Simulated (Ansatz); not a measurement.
# Molecular dynamics of CHFNSi

The input (input.yaml):

```yaml
crystal:
  periodic: [false, false, false]
  atoms:
    - { symbol: "N", position_ang: [1.365775, -1.178419, 1.403623] }
    - { symbol: C, position_ang: [0.713506, -0.590623, 0.623651] }
    - { symbol: Si, position_ang: [-0.130846, 0.29807, -0.749282] }
    - { symbol: F, position_ang: [-1.623399, -0.361181, -0.929923] }
    - { symbol: H, position_ang: [-0.275136, 1.758553, -0.389469] }
magnetization:
  spin_polarized: true
  initial_magnetization: 1
basis:
  gaussian: { orbitals: cc-pVDZ }
hamiltonian:
  xc: lda
md:
  timestep: 0.5
  n_steps: 100
  ensemble: nvt_nose_hoover
  temperature: 1500.0
  initial_velocities: maxwell_boltzmann
  seed: 91497
  nose_hoover: { tau: 300.0, chain_length: 3 }
```

Launched with:

```bash
$ ansatz run input.yaml --threads 1 --pin off --max-ram 2048MiB --backend cpu --events-out ev --progress --plain --runs-dir out
```

It starts from a relaxed structure.

Output, in part (one step line in 2, the closing report, with atoms numbered from 0):

```
md step     0: t =     0.00 fs  T =  1500.0 K  F+E_penalty+E_count = -13066.31391446 eV  E_kin = 0.581670 eV  conserved = -13065.73224447 eV  (30 SCF iters)
md step     2: t =     1.00 fs  T =  1435.7 K  F+E_penalty+E_count = -13066.28876718 eV  E_kin = 0.556729 eV  conserved = -13065.73203851 eV  (31 SCF iters)
md step     4: t =     2.00 fs  T =  1272.3 K  F+E_penalty+E_count = -13066.22496682 eV  E_kin = 0.493390 eV  conserved = -13065.73157758 eV  (32 SCF iters)
md step     6: t =     3.00 fs  T =  1082.0 K  F+E_penalty+E_count = -13066.15068566 eV  E_kin = 0.419559 eV  conserved = -13065.73112971 eV  (31 SCF iters)
md step     8: t =     4.00 fs  T =   935.9 K  F+E_penalty+E_count = -13066.09379308 eV  E_kin = 0.362916 eV  conserved = -13065.73088399 eV  (31 SCF iters)
md step    10: t =     5.00 fs  T =   873.7 K  F+E_penalty+E_count = -13066.06970017 eV  E_kin = 0.338793 eV  conserved = -13065.73092028 eV  (31 SCF iters)
md step    12: t =     6.00 fs  T =   889.3 K  F+E_penalty+E_count = -13066.07605163 eV  E_kin = 0.344856 eV  conserved = -13065.73121834 eV  (31 SCF iters)
md step    14: t =     7.00 fs  T =   934.9 K  F+E_penalty+E_count = -13066.09416884 eV  E_kin = 0.362549 eV  conserved = -13065.73165639 eV  (31 SCF iters)
md step    16: t =     8.00 fs  T =   941.8 K  F+E_penalty+E_count = -13066.09716668 eV  E_kin = 0.365205 eV  conserved = -13065.73201497 eV  (31 SCF iters)
md step    18: t =     9.00 fs  T =   856.1 K  F+E_penalty+E_count = -13066.06394290 eV  E_kin = 0.331972 eV  conserved = -13065.73204253 eV  (32 SCF iters)
md step    20: t =    10.00 fs  T =   677.4 K  F+E_penalty+E_count = -13065.99423542 eV  E_kin = 0.262697 eV  conserved = -13065.73162920 eV  (31 SCF iters)
md step    22: t =    11.00 fs  T =   472.6 K  F+E_penalty+E_count = -13065.91413600 eV  E_kin = 0.183249 eV  conserved = -13065.73099422 eV  (31 SCF iters)
md step    24: t =    12.00 fs  T =   338.9 K  F+E_penalty+E_count = -13065.86191750 eV  E_kin = 0.131406 eV  conserved = -13065.73063267 eV  (31 SCF iters)
md step    26: t =    13.00 fs  T =   330.1 K  F+E_penalty+E_count = -13065.85874958 eV  E_kin = 0.127996 eV  conserved = -13065.73088829 eV  (32 SCF iters)
md step    28: t =    14.00 fs  T =   407.2 K  F+E_penalty+E_count = -13065.88929490 eV  E_kin = 0.157910 eV  conserved = -13065.73153780 eV  (32 SCF iters)
md step    30: t =    15.00 fs  T =   471.4 K  F+E_penalty+E_count = -13065.91462187 eV  E_kin = 0.182796 eV  conserved = -13065.73200318 eV  (33 SCF iters)
md step    32: t =    16.00 fs  T =   447.9 K  F+E_penalty+E_count = -13065.90542828 eV  E_kin = 0.173672 eV  conserved = -13065.73196207 eV  (33 SCF iters)
md step    34: t =    17.00 fs  T =   336.8 K  F+E_penalty+E_count = -13065.86193344 eV  E_kin = 0.130618 eV  conserved = -13065.73154716 eV  (33 SCF iters)
md step    36: t =    18.00 fs  T =   198.2 K  F+E_penalty+E_count = -13065.80766619 eV  E_kin = 0.076843 eV  conserved = -13065.73107529 eV  (32 SCF iters)
md step    38: t =    19.00 fs  T =   104.2 K  F+E_penalty+E_count = -13065.77092778 eV  E_kin = 0.040404 eV  conserved = -13065.73078779 eV  (45 SCF iters)
md step    40: t =    20.00 fs  T =   100.4 K  F+E_penalty+E_count = -13065.76944129 eV  E_kin = 0.038927 eV  conserved = -13065.73078619 eV  (28 SCF iters)
md step    42: t =    21.00 fs  T =   187.2 K  F+E_penalty+E_count = -13065.80335898 eV  E_kin = 0.072585 eV  conserved = -13065.73105930 eV  (34 SCF iters)
md step    44: t =    22.00 fs  T =   321.4 K  F+E_penalty+E_count = -13065.85580860 eV  E_kin = 0.124619 eV  conserved = -13065.73150145 eV  (33 SCF iters)
md step    46: t =    23.00 fs  T =   434.2 K  F+E_penalty+E_count = -13065.89991897 eV  E_kin = 0.168365 eV  conserved = -13065.73190906 eV  (33 SCF iters)
md step    48: t =    24.00 fs  T =   465.1 K  F+E_penalty+E_count = -13065.91195484 eV  E_kin = 0.180348 eV  conserved = -13065.73201537 eV  (32 SCF iters)
md step    50: t =    25.00 fs  T =   403.0 K  F+E_penalty+E_count = -13065.88745396 eV  E_kin = 0.156268 eV  conserved = -13065.73164878 eV  (32 SCF iters)
md step    52: t =    26.00 fs  T =   308.8 K  F+E_penalty+E_count = -13065.85022290 eV  E_kin = 0.119750 eV  conserved = -13065.73098225 eV  (32 SCF iters)
md step    54: t =    27.00 fs  T =   284.8 K  F+E_penalty+E_count = -13065.84046427 eV  E_kin = 0.110451 eV  conserved = -13065.73056194 eV  (31 SCF iters)
md step    56: t =    28.00 fs  T =   393.2 K  F+E_penalty+E_count = -13065.88269741 eV  E_kin = 0.152475 eV  conserved = -13065.73081809 eV  (31 SCF iters)
md step    58: t =    29.00 fs  T =   595.5 K  F+E_penalty+E_count = -13065.96179706 eV  E_kin = 0.230935 eV  conserved = -13065.73153256 eV  (31 SCF iters)
md step    60: t =    30.00 fs  T =   784.5 K  F+E_penalty+E_count = -13066.03550632 eV  E_kin = 0.304206 eV  conserved = -13065.73207881 eV  (31 SCF iters)
md step    62: t =    31.00 fs  T =   874.3 K  F+E_penalty+E_count = -13066.07024322 eV  E_kin = 0.339052 eV  conserved = -13065.73210312 eV  (31 SCF iters)
md step    64: t =    32.00 fs  T =   856.7 K  F+E_penalty+E_count = -13066.06286960 eV  E_kin = 0.332200 eV  conserved = -13065.73172408 eV  (31 SCF iters)
md step    66: t =    33.00 fs  T =   787.3 K  F+E_penalty+E_count = -13066.03535703 eV  E_kin = 0.305298 eV  conserved = -13065.73125017 eV  (31 SCF iters)
md step    68: t =    34.00 fs  T =   740.3 K  F+E_penalty+E_count = -13066.01668988 eV  E_kin = 0.287086 eV  conserved = -13065.73092575 eV  (32 SCF iters)
md step    70: t =    35.00 fs  T =   768.3 K  F+E_penalty+E_count = -13066.02734320 eV  E_kin = 0.297932 eV  conserved = -13065.73086497 eV  (32 SCF iters)
md step    72: t =    36.00 fs  T =   881.9 K  F+E_penalty+E_count = -13066.07146353 eV  E_kin = 0.341989 eV  conserved = -13065.73107591 eV  (32 SCF iters)
md step    74: t =    37.00 fs  T =  1048.0 K  F+E_penalty+E_count = -13066.13609647 eV  E_kin = 0.406396 eV  conserved = -13065.73147866 eV  (32 SCF iters)
md step    76: t =    38.00 fs  T =  1203.0 K  F+E_penalty+E_count = -13066.19640948 eV  E_kin = 0.466492 eV  conserved = -13065.73190561 eV  (32 SCF iters)
md step    78: t =    39.00 fs  T =  1280.5 K  F+E_penalty+E_count = -13066.22647272 eV  E_kin = 0.496567 eV  conserved = -13065.73212848 eV  (32 SCF iters)
md step    80: t =    40.00 fs  T =  1247.5 K  F+E_penalty+E_count = -13066.21325320 eV  E_kin = 0.483744 eV  conserved = -13065.73197248 eV  (31 SCF iters)
md step    82: t =    41.00 fs  T =  1128.8 K  F+E_penalty+E_count = -13066.16652809 eV  E_kin = 0.437725 eV  conserved = -13065.73149414 eV  (31 SCF iters)
md step    84: t =    42.00 fs  T =   996.9 K  F+E_penalty+E_count = -13066.11470256 eV  E_kin = 0.386565 eV  conserved = -13065.73103327 eV  (30 SCF iters)
md step    86: t =    43.00 fs  T =   920.1 K  F+E_penalty+E_count = -13066.08465920 eV  E_kin = 0.356783 eV  conserved = -13065.73095955 eV  (31 SCF iters)
md step    88: t =    44.00 fs  T =   909.1 K  F+E_penalty+E_count = -13066.08059285 eV  E_kin = 0.352550 eV  conserved = -13065.73130767 eV  (31 SCF iters)
md step    90: t =    45.00 fs  T =   912.5 K  F+E_penalty+E_count = -13066.08212661 eV  E_kin = 0.353839 eV  conserved = -13065.73173762 eV  (31 SCF iters)
md step    92: t =    46.00 fs  T =   864.8 K  F+E_penalty+E_count = -13066.06361094 eV  E_kin = 0.335355 eV  conserved = -13065.73189013 eV  (32 SCF iters)
md step    94: t =    47.00 fs  T =   740.7 K  F+E_penalty+E_count = -13066.01511031 eV  E_kin = 0.287225 eV  conserved = -13065.73168971 eV  (32 SCF iters)
md step    96: t =    48.00 fs  T =   568.3 K  F+E_penalty+E_count = -13065.94772853 eV  E_kin = 0.220367 eV  conserved = -13065.73130644 eV  (34 SCF iters)
md step    98: t =    49.00 fs  T =   405.7 K  F+E_penalty+E_count = -13065.88421817 eV  E_kin = 0.157312 eV  conserved = -13065.73095837 eV  (33 SCF iters)
md step   100: t =    50.00 fs  T =   307.3 K  F+E_penalty+E_count = -13065.84582974 eV  E_kin = 0.119174 eV  conserved = -13065.73078697 eV  (32 SCF iters)
Total energy: -13065.84585347 eV, -480.1609787665 hartree
Atom 0 at     1.452428    -1.199625     1.423623 Å, force    -2.705555     2.383909    -2.198944 eV/Å
Atom 1 at     0.690197    -0.554112     0.723071 Å, force     2.577118    -2.662235     1.134187 eV/Å
Atom 2 at    -0.123509     0.269241    -0.797439 Å, force    -1.037036     0.767137     2.333153 eV/Å
Atom 3 at    -1.675184    -0.318184    -0.957776 Å, force     0.790988    -0.120184    -0.193117 eV/Å
Atom 4 at    -0.429917     1.611030     0.014668 Å, force     0.374484    -0.368627    -1.075279 eV/Å
Dipole moment:    -0.045937     0.357221    -0.475562 e Å
```

The run went to its last step. The conserved energy stayed within 0.34 meV per atom of its start (net change 0.29 meV per atom), so the integration is sound. The mean temperature of the second half is 48 % below the set value. A run of 0.05 ps of so small a system gives no equilibrium averages.

The same pairs are bonded in the first frame and the last. Pairs count as bonded within 1.25 times the sum of covalent radii (0.12 Å more for H–H).

Last frame:

```xyz
5
Properties=species:S:1:pos:R:3
N 1.452 -1.200 1.424
C 0.690 -0.554 0.723
Si -0.123 0.269 -0.797
F -1.675 -0.318 -0.958
H -0.430 1.611 0.015
```

Time of the run: 120 s on 1 thread of Arm Neoverse V1 (shared host), peak memory 0.11 GiB.
